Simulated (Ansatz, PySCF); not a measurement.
Molecule: sum formula Si2H4F2, net charge 0, singlet state. SMILES: F[SiH2][SiH2]F
Coordinates optimised at B3LYP-D3(BJ)/def2-TZVP (Ansatz, a first-principles code):
```xyz
8

F     -1.7497    -1.3887    -0.3927
Si    -1.1767     0.0620     0.0216
Si     1.1767    -0.0620    -0.0216
F      1.7497     1.3887     0.3927
H     -1.6864     0.3874     1.3731
H     -1.6940     1.0534    -0.9488
H      1.6940    -1.0534     0.9488
H      1.6864    -0.3874    -1.3731
```

PBE beside other levels, property by property. Valence correlation only, unless marked. Open shells are spin-unrestricted. Spin-orbit coupling is left out. Non-relativistic. CBS(X,Y): correlation extrapolated as X^-3; Hartree-Fock from the larger set. [CCSD(T)-MP2]/basis is that difference in the basis named. Rows marked 298 K are enthalpies with B3LYP-D3(BJ) harmonic zero-point and thermal terms from PySCF. Atomisation energies are electronic, to ground-state atoms; the column to compare with has the core term from cc-pwCVTZ added, other frozen-core levels have none. Vertical energies are electronic, to the SCF solution reached for that spin. Anions need diffuse functions, of which def2-TZVPD holds fewer than the aug- sets. The coupled-cluster column (Ansatz) is a level with limits of its own: (a) RI-MP2/CBS(aug-cc-pV(T+d)Z,aug-cc-pV(Q+d)Z)+[CCSD(T)-MP2]/aug-cc-pV(T+d)Z; (b) CCSD(T)/CBS(aug-cc-pV(T+d)Z,aug-cc-pV(Q+d)Z).

```tsv
property	r2SCAN/def2-TZVPD (Ansatz)	B3LYP-D3(BJ)/def2-TZVPD (Ansatz + dftd3)	CCSD(T)/aug-cc-pV(T+d)Z (Ansatz)	coupled cluster
deprotonation enthalpy (H-Si bond), 298 K, to F[SiH-][SiH2]F + H+ (kcal/mol)	357.8	357.6	358.5	359.4 (b)
F-Si bond dissociation enthalpy, 298 K, to F[SiH2][SiH2] + F atom (kcal/mol)	140.0	141.4	142.8	146.8 (b)
vertical triplet-singlet gap (eV)	4.71	4.98	5.23	5.28 (a)
vertical ionisation energy to the doublet (eV)	10.50	10.67	10.89	11.00 (a)
H-Si bond dissociation enthalpy, 298 K, to F[SiH][SiH2]F + H atom (kcal/mol)	85.6	88.6	90.0	91.3 (b)
atomisation energy (kcal/mol)	640.8	640.3	632.2	648.5 (b)
```

**Question.** What does PBE/def2-TZVPD (Ansatz) give for each property, and on which side of coupled cluster does it fall?

**Answer.** 
- deprotonation enthalpy (H-Si bond), 298 K, to F[SiH-][SiH2]F + H+: PBE lies 7.8 kcal/mol below coupled cluster; PBE gives 351.6 kcal/mol.
- F-Si bond dissociation enthalpy, 298 K, to F[SiH2][SiH2] + F atom: PBE lies 4.3 kcal/mol below coupled cluster; PBE gives 142.5 kcal/mol.
- vertical triplet-singlet gap: PBE lies 0.76 eV below coupled cluster; PBE gives 4.52 eV.
- vertical ionisation energy to the doublet: PBE lies 0.68 eV below coupled cluster; PBE gives 10.32 eV.
- H-Si bond dissociation enthalpy, 298 K, to F[SiH][SiH2]F + H atom: PBE lies 7.6 kcal/mol below coupled cluster; PBE gives 83.7 kcal/mol.
- atomisation energy: PBE lies 13.2 kcal/mol below coupled cluster; PBE gives 635.3 kcal/mol.
